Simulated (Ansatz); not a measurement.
## Nudged elastic band run: H2O2SSe

input.yaml

```yaml
crystal:
  periodic: [false, false, false]
  atoms:
    - { symbol: O, position_ang: [-0.318806, 1.888776, -0.289479] }
    - { symbol: Se, position_ang: [0.983592, 0.749816, -0.708093] }
    - { symbol: O, position_ang: [0.912573, -0.377039, 0.715705] }
    - { symbol: S, position_ang: [-0.427185, -1.3851, 0.85794] }
    - { symbol: H, position_ang: [-1.146155, 1.508058, -0.616815] }
    - { symbol: H, position_ang: [-0.004018, -2.384499, 0.040732] }
basis:
  gaussian: { orbitals: def2-SVP }
hamiltonian:
  xc: pbe0
  dispersion: d4
neb:
  order_check: false
  images: 6
  f_tol: 0.03
  max_iterations: 43
  climbing: false
  final_atoms:
    - { symbol: O, position_ang: [-0.70840309, 1.62389698, -0.76185745] }
    - { symbol: Se, position_ang: [0.78550577, 0.65270244, -0.78373509] }
    - { symbol: O, position_ang: [0.55800485, -0.34904654, 0.70951031] }
    - { symbol: S, position_ang: [-0.49175487, -1.67197074, 0.65890052] }
    - { symbol: H, position_ang: [-0.57270053, 2.35239687, -0.13987908] }
    - { symbol: H, position_ang: [0.42934887, -2.60796699, 0.3170508] }
  initial_path:
    images:
      - { positions_ang: [[-0.318806, 1.888776, -0.289479], [0.983592, 0.749816, -0.708093], [0.912573, -0.377039, 0.715705], [-0.427185, -1.3851, 0.85794], [-1.146155, 1.508058, -0.616815], [-0.004018, -2.384499, 0.040732]] }
      - { positions_ang: [[-0.3172519, 1.90845628, -0.41640588], [0.98143287, 0.74885362, -0.73311373], [0.78222554, -0.36068858, 0.69137272], [-0.46685624, -1.44869335, 0.75208125], [-1.08366621, 1.58944189, -0.4433473], [0.10411695, -2.43735786, 0.14940294]] }
      - { positions_ang: [[-0.31569781, 1.92813655, -0.54333277], [0.97927373, 0.74789124, -0.75813445], [0.65187807, -0.34433816, 0.66704044], [-0.50652748, -1.51228669, 0.6462225], [-1.02117742, 1.67082578, -0.2698796], [0.21225191, -2.49021672, 0.25807389]] }
      - { positions_ang: [[-0.31414371, 1.94781683, -0.67025965], [0.9771146, 0.74692886, -0.78315518], [0.52153061, -0.32798774, 0.64270816], [-0.54619872, -1.57588004, 0.54036375], [-0.95868863, 1.75220967, -0.0964119], [0.32038686, -2.54307558, 0.36674483]] }
      - { positions_ang: [[-0.36980044, 1.90997697, -0.73774229], [0.94881656, 0.73305549, -0.79396119], [0.47087802, -0.32398882, 0.6418232], [-0.55542299, -1.61686157, 0.51192954], [-0.87676656, 1.87282951, -0.0282782], [0.38229641, -2.57499958, 0.40621894]] }
      - { positions_ang: [[-0.48266799, 1.81461697, -0.74578068], [0.89437963, 0.70627114, -0.79055249], [0.49992029, -0.33234139, 0.66438557], [-0.53420028, -1.6352313, 0.56091986], [-0.77541122, 2.0326853, -0.06547849], [0.39798056, -2.58598872, 0.37649623]] }
      - { positions_ang: [[-0.59553554, 1.71925697, -0.75381906], [0.8399427, 0.67948679, -0.78714379], [0.52896257, -0.34069397, 0.68694794], [-0.51297757, -1.65360102, 0.60991019], [-0.67405588, 2.19254108, -0.10267879], [0.41366472, -2.59697785, 0.34677351]] }
      - { positions_ang: [[-0.70840309, 1.62389698, -0.76185745], [0.78550577, 0.65270244, -0.78373509], [0.55800485, -0.34904654, 0.70951031], [-0.49175487, -1.67197074, 0.65890052], [-0.57270053, 2.35239687, -0.13987908], [0.42934887, -2.60796699, 0.3170508]] }
```

Launched with:

```bash
$ ansatz run input.yaml --threads 1 --pin off --max-ram 2048MiB --backend cpu --events-out ev --progress --plain --runs-dir out
```

Output, in part (warnings, iteration lines, the closing report on the highest movable image, with atoms numbered from 0):

```
NEB end point (image 0): max|allowed force component| = 1.244e-2 eV/Å (the criterion of neb.relax_end_points is 1.000e-2)
NEB end point (image 7): max|allowed force component| = 1.118e-2 eV/Å (the criterion of neb.relax_end_points is 1.000e-2)
NEB iter   1: max|band force component| = 1.920e1 eV/Å  barrier→ = 1.8777 eV  barrier← = 1.8777 eV  Δτ_max = 0.1972 Å  (221 SCF iters)
NEB iter   2: max|band force component| = 1.126e0 eV/Å  barrier→ = 0.3545 eV  barrier← = 0.3545 eV  Δτ_max = 0.1020 Å  (206 SCF iters)
NEB iter   3: max|band force component| = 5.564e-1 eV/Å  barrier→ = 0.3437 eV  barrier← = 0.3437 eV  Δτ_max = 0.0541 Å  (186 SCF iters)
NEB iter   4: max|band force component| = 1.675e-1 eV/Å  barrier→ = 0.3186 eV  barrier← = 0.3186 eV  Δτ_max = 0.0415 Å  (190 SCF iters)
NEB iter   5: max|band force component| = 6.490e-2 eV/Å  barrier→ = 0.3103 eV  barrier← = 0.3103 eV  Δτ_max = 0.0035 Å  (188 SCF iters)
NEB iter   6: max|band force component| = 3.805e-2 eV/Å  barrier→ = 0.3101 eV  barrier← = 0.3101 eV  Δτ_max = 0.0019 Å  (144 SCF iters)
NEB iter   7: max|band force component| = 4.930e-3 eV/Å  barrier→ = 0.3099 eV  barrier← = 0.3099 eV  Δτ_max = 0.0000 Å  (304 SCF iters)
Total energy: -80278.80818070 eV, -2950.1917857100 hartree
Atom 0 at    -0.290771     1.941020    -0.687863 Å, force     0.154217     0.191008     0.194286 eV/Å
Atom 1 at     0.990164     0.675237    -0.751886 Å, force    -0.064505    -0.067308    -0.084915 eV/Å
Atom 2 at     0.605286    -0.260754     0.750991 Å, force     0.041936    -0.001807     0.003907 eV/Å
Atom 3 at    -0.551927    -1.494106     0.654084 Å, force     0.024466     0.020525     0.053436 eV/Å
Atom 4 at    -1.012431     1.607467    -0.137105 Å, force    -0.139829    -0.153538    -0.170805 eV/Å
Atom 5 at     0.259679    -2.468851     0.171769 Å, force    -0.016285     0.011121     0.004092 eV/Å
Dipole moment:    -0.064476    -0.405095    -0.123662 e Å
```

The forces met the threshold. No image climbed, so the highest image needn't sit at the top of the path.

Final band (atoms are numbered from 1 in the order of the input):

| image | path coordinate (Å) | energy (kJ/mol) | dihedral H5–O1–Se2–O3 (°) |
| --- | --- | --- | --- |
| 0 | 0.00 | 0.0 | -86 |
| 1 | 0.33 | 1.3 | -81 |
| 2 | 0.67 | 11.8 | -56 |
| 3 | 1.00 | 29.9 | -22 |
| 4 | 1.33 | 28.8 | 15 |
| 5 | 1.66 | 10.4 | 49 |
| 6 | 2.00 | 1.4 | 74 |
| 7 | 2.33 | 0.0 | 81 |

Time of the run: 5.8 min on 1 thread of Intel(R) Xeon(R) Processor @ 2.50GHz (Skylake/Cascade Lake), on a shared host, peak memory 0.2 GiB.
